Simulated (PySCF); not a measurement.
## MoO(OH)2, triplet: computed properties

Level of theory: UPBE0 in PySCF with Mo def2-TZVP with ECP28, O def2-TZVP, H def2-TZVP; scalar-relativistic core potentials, no spin–orbit coupling; density-fitted integrals.

The structure is a minimum.

```
Point group                                                                   : C1
Bond lengths                                                                  : Mo–O 1.667 Å, Mo–O 1.897 Å, Mo–O 1.901 Å, O–H 0.959 Å (×2)
Bond angles                                                                   : H–O–Mo 125.6°, H–O–Mo 130.1°, O–Mo–O 113.2°, O–Mo–O 120.5°, O–Mo–O 126.0°
Rotational constants                                                          : 0.2079, 0.1821, 0.09803 cm⁻¹
Zero-point energy                                                             : 73.7 kJ/mol
Lowest empty level (β)                                                        : -2.56 eV
Rotational symmetry number                                                    : 1
Highest occupied level (α)                                                    : -6.35 eV
Principal quadrupole moments (Buckingham, traceless) about the centre of mass : -12.73, 3.06, 9.67 D Å
Enthalpy at 298.15 K above 0 K                                                : 19.33 kJ/mol
Principal polarisabilities                                                    : 39.2, 49.1, 51.6 bohr³
Entropy at 298.15 K and 1 bar (electronic part: spin only)                    : 345.9 J/(mol K)
Spin squared ⟨S²⟩                                                             : 2.017
Dipole moment                                                                 : 1.74 D
Atomisation energy without zero-point energy                                  : 2258 kJ/mol
Heat capacity Cp at 298.15 K                                                  : 89.3 J/(mol K)
```

Harmonic modes (masses in u: Mo 97.905, O 15.995, H 1.008):
```tsv
symmetry	ω (cm⁻¹)	IR (km/mol)
a	78	55.1
a	168	71.2
a	179	21.4
a	225	60.3
a	256	119
a	543	181
a	618	195
a	688	64.5
a	710	113
a	1050	203
a	3890	135
a	3924	175
```

Charges (e):
| atom | Mulliken | Löwdin | polar tensor | spin (Mulliken) | Mayer order to Mo1 |
| --- | --- | --- | --- | --- | --- |
| Mo1 | 1.43 | 0.70 | 1.97 | 2.06 | – |
| O2 | -0.57 | -0.29 | -0.80 | -0.12 | 2.03 |
| O3 | -0.77 | -0.36 | -0.91 | 0.03 | 0.87 |
| O4 | -0.77 | -0.37 | -0.90 | 0.02 | 0.85 |
| H5 | 0.34 | 0.17 | 0.32 | 0.00 | 0.02 |
| H6 | 0.34 | 0.16 | 0.32 | 0.01 | 0.02 |
Other Mayer orders above 0.3: O–H 0.87 (×2).

Mulliken populations on Mo1 (electrons outside its core potential): s 2.34, p 6.20, d 3.97, f 0.06.

Outer orbital energies (eV). α occupied: -11.08, -11.04, -10.36, -10.02, -9.54, -9.30, -6.94, -6.35; empty: -2.15, -0.58, -0.18, 0.16. β occupied: -14.07, -11.48, -10.96, -10.65, -10.16, -9.71, -9.44, -9.24; empty: -2.56, -1.72, -1.37, -0.01.

This need not be the most stable arrangement of these atoms. Open d and f shells are described by one determinant, and the ground state may have another occupation or spin.

The final relaxation and frequency run took 4 min on 4 threads of a shared Arm Neoverse V1 host, with 145 basis functions and 35 gradients; the process peaked at 2 GiB.
